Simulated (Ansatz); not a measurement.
CH₃AlBClO (`[AlH2][C]1(Cl)BO1`). The species carries charge 0 and has multiplicity 1. All single points use the PBE0-D4/def2-TZVP geometry.

```xyz
8

Al    1.452   -0.525    0.293
C    -0.466   -0.197    0.087
Cl   -1.541   -1.333    0.938
B    -1.168    1.055   -0.413
O    -0.956    0.101   -1.309
H     1.959   -1.439    1.476
H     2.406    0.223   -0.724
H    -1.686    2.116   -0.348
```

(1) What is the dipole moment at ωB97M-V/def2-TZVPP? (Estimate.)

(2) And with PBE, r2SCAN, B3LYP? (An estimate is asked.)

(3) Give the Mulliken charges with ωB97M-V, PBE, r2SCAN in def2-TZVPP. (An estimate is asked.)

Results:

(1) Computed: 1.69 D, with components (0.98, 1.35, 0.31) D in this frame, pointing from negative to positive charge.

(2) Computed: PBE 1.48 D, r2SCAN 1.63 D, B3LYP 1.67 D.

(3) The calculation gave: 
```tsv
atom	ωB97M-V	PBE	r2SCAN
Al1	0.42	0.38	0.51
C2	-0.01	0.09	0.05
Cl3	-0.11	-0.13	-0.16
B4	0.00	-0.01	0.07
O5	-0.22	-0.16	-0.23
H6	-0.09	-0.10	-0.14
H7	-0.10	-0.11	-0.14
H8	0.11	0.04	0.04
```

B3LYP here is the variant with VWN-RPA as its local correlation; programs differ in this.
